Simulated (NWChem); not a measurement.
System: PbICl, singlet; SMILES [Pb]([Cl])[I]

```xyz
3

Pb    -0.4790     0.8546     0.0000
Cl     1.7975     1.9001     0.0000
I      0.1551    -1.9274     0.0000
```
Atoms are numbered in this order, from 1.

Level: PBE-D3(BJ)/def2-SVP with def2 effective core potentials on I, Pb (NWChem), optimised geometry, unscaled harmonic frequencies. Low-valent species are run as closed-shell singlets; no triplet was tried in these runs. def2 effective core potentials on I, Pb; no spin-orbit coupling.

```json
[
 {"frequency (cm⁻¹)": "70", "IR intensity (km/mol)": "1.2"},
 {"frequency (cm⁻¹)": "160", "IR intensity (km/mol)": "19.3"},
 {"frequency (cm⁻¹)": "314", "IR intensity (km/mol)": "44.0"}
]
```

The zero-point energy is 0.8 kcal/mol and the thermal correction to the enthalpy at 298.15 K (with zero-point energy) comes out as 4.3 kcal/mol. The heat capacity Cv comes out as 11.5 cal/(mol K) and the entropy at 298.15 K and 1 atm (symmetry number 1) is 81.6 cal/(mol K).

Rigid rotor and harmonic oscillator; modes under 100 cm⁻¹ make the entropy uncertain.
